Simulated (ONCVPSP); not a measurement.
# Ar (Z = 18), ONCV: configuration errors across variants

- Element: argon (Ar)
- Generator: ONCVPSP 4.0.1
- Type: optimised norm-conserving Vanderbilt (ONCV)
- Functional: PBE
- Relativity: scalar-relativistic
- Frozen core: [Ne]
- Valence charge: 8
- Reference configuration: 3s2 3p5 (charge +1)
- Partial waves: 3s: rc 0.95 bohr, ncon 4, nbas 8, qcut 5.5 1/bohr, 1 projector; 3p: rc 1.35 bohr, ncon 4, nbas 8, qcut 6.2 1/bohr, 2 projectors, debl 0.6 Ha
- Local potential: polynomial inside 0.95 bohr (lpopt 5, dvloc0 6 Ha)
- Core correction: Teter function, fcfact 4.75, rcfact 1.15

In the p channel the program set the typed energies aside and used -0.813, 0.250 Ha.

All-electron excitation energies from the reference (eV): (1) 3s2 3p6 -16.057; (2) 3s2 3p4 28.659; (3) 3s2 3p3 71.243; (4) 3s1 3p6 14.616.

1 further variants failed, have other tests or another functional or relativity, and are left out.

Errors AE − PS in meV (a dash: test not solved or not reliable):

| change | (1) | (2) | (3) | (4) | bound ghosts | GHOST(+) flags above zero |
| --- | --- | --- | --- | --- | --- | --- |
| base | +3.7 | +4.1 | +36 | +0.3 | none | none |
| s: qcut 8; p: qcut 9 | +4.1 | +5.1 | +42 | -1.4 | none | none |
| s: ncon 5, nbas 9 | +4.0 | +4.7 | +40 | +0.5 | none | none |
| p: rc 1.58 | +3.2 | +2.5 | +27 | +2.3 | none | none |

(1) Give the same row for: local potential polynomial inside 0.95 bohr (lpopt 5, dvloc0 7.5 Ha).

Results:

(1) +3.7, +3.9, +35, +0.3; bound ghosts: none; GHOST(+) flags above zero: none.
